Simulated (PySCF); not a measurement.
CF₂, SMILES F[C]F (connectivity only; charge and spin as stated), neutral, multiplicity 1.

Geometry optimised at B3LYP-D3(BJ)/def2-TZVP. The isomer is the one that the SMILES or the coordinates give; other isomers of the formula were not compared.

The numbers are results of SMD-PBE0/6-31G* (PySCF), not measurements.

Solvation free energies are E(SMD) − E(gas) at the gas-phase geometry, for 1 M in both phases. In vacuum the dipole moment is 0.68 D.

| solvent | ΔG(solv) (kcal/mol) | its non-electrostatic (CDS) part | dipole (D) |
|---|---|---|---|
| water | 3.9 | 5.5 | 0.79 |
| chloroform | 2.2 | 3.3 | 0.76 |
| dimethylsulfoxide | 3.3 | 4.8 | 0.79 |
